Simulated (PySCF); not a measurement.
**Which determinant of CdH lies lowest?**

Unrestricted PBE0; basis Cd x2c-TZVPPall, H x2c-TZVPPall; spin-free X2C with a Gaussian nucleus; PySCF 2.14. Outer shells of the fragments: Cd 4d10 5s2; H 1s1.

Followed along the bond (rough minima from three points):

```csv
2Ms+1,unpaired,⟨S²⟩ at the start,R at minimum (Å),Te (eV)
2,σ ↑,0.76,1.77,0.00
4,"σ ↑↑, π ↑",3.75,none in the scan,≤ 5.13
```

Solutions found at the starting distance of 1.720 Å, counted from the lowest of them; the search is not exhaustive and high or unbound solutions are not listed, so other states can lie among these:

| 2Ms+1 | unpaired | term | E (eV) | ⟨S²⟩ | ⟨Lz²⟩ | μ (D) |
| --- | --- | --- | --- | --- | --- | --- |
| 2 | σ ↑ | ²Σ⁺ | 0.00 | 0.76 | 0.00 | -0.56 |
| 2 | π ↑ | ²Π | 2.79 | 0.78 | 1.00 | -1.71 |
| 4 | σ ↑↑, π ↑ | ⁴Π | 5.39 | 3.75 | 1.01 | 1.48 |
| 2 | σ ↑↑, π ↓ | mixed | 6.18 | 1.75 | 1.00 | 1.43 |
| 4 | σ ↑↑↑ | ⁴Σ⁺ | 8.25 | 3.75 | 0.00 | 2.56 |
| 4 | σ ↑, π ↑↑ | ⁴Σ⁻ | 8.72 | 3.76 | 0.00 | 0.02 |

A term symbol is given only where ⟨S²⟩ and ⟨Lz²⟩ are close to those of a pure state; real π, δ and φ orbitals otherwise mix terms. A positive dipole means Cd(−)H(+).

Spin–orbit coupling is left out. Counting both spins, an empty level lies below a filled one in some of these solutions, because spin and occupation are held.
